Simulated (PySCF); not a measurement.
C3H8BFO, SMILES COB(CF)C.

Geometry optimised at PBE0-D3(BJ)/def2-SVP. A frequency run showed that this geometry is not a minimum. This is a generated structure with no PubChem entry under its InChIKey; it may be hypothetical. One conformer was computed; it need not be the lowest.

All values below come from PySCF with CAM-B3LYP/def2-TZVP.

The molecule is in vacuum.

Computed frontier levels, gap, dipole moment and polarisability:
The highest occupied level is -9.57 eV and the lowest empty level comes out as 1.37 eV. The orbital gap is 10.94 eV, the dipole moment is 2.72 D and the quadrupole, principal values (traceless, Buckingham form, about the centre of nuclear charge) comes out as -4.34, 1.66, 2.68 D·Å. The mean static polarisability is 54.3 bohr³ (8.04 Å³) and the polarisability, principal values comes out as 45.7, 54.9, 62.2 bohr³.
